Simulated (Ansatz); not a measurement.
H3BClSi, SMILES `[SiH3][B-]Cl` (singlet; the order of the spin states depends on the level) (charge -1, multiplicity 1). This singlet lies 0.07 eV below the relaxed triplet at the level frozen-core CCSD(T)/aug-cc-pVTZ // B3LYP-D3(BJ)/def2-TZVPD (Ansatz, a program for electronic structure); other levels give the other order.

All values below come from PBE0/aug-cc-pVTZ // B3LYP-D3(BJ)/def2-TZVPD (Ansatz).

Ansatz 0.2 input:
```yaml
crystal:
  periodic: [false, false, false]
  atoms:
    - { symbol: Si, position_ang: [-0.532343, 0.026454, 0.014031] }
    - { symbol: B, position_ang: [1.288819, -0.912996, 0.304954] }
    - { symbol: Cl, position_ang: [2.658298, 0.248852, -0.223639] }
    - { symbol: H, position_ang: [-1.386399, -0.835564, -0.873128] }
    - { symbol: H, position_ang: [-1.281686, 0.044445, 1.317008] }
    - { symbol: H, position_ang: [-0.746687, 1.428809, -0.539226] }
basis:
  gaussian: { orbitals: aug-cc-pVTZ }
hamiltonian:
  xc: pbe0
total_charge: -1
```

Output:

```
Functional definition: PBE0
1157 factors; their error is unknown
mean field evaluation 1: about -21115.3423 eV, gradient 2.3e1 eV
mean field evaluation 2: about -21114.5356 eV, gradient 2.9e1 eV
mean field evaluation 4: about -21117.1829 eV, gradient 2.3e0 eV
mean field evaluation 8: about -21117.2602 eV, gradient 3.3e-2 eV
mean field -21117.26024867 eV, -776.0450003457 hartree, gradient 1.9e-5 eV, S^2 0.000000; 0 other end points of the search recorded, 0 dependent functions left out
reference -21117.26028959 eV, -776.0450018495 hartree; 20, 20 occupied and 195, 195 virtual orbitals, 1157 factors
Total energy: -21117.26028959 eV, -776.0450018495 hartree
```
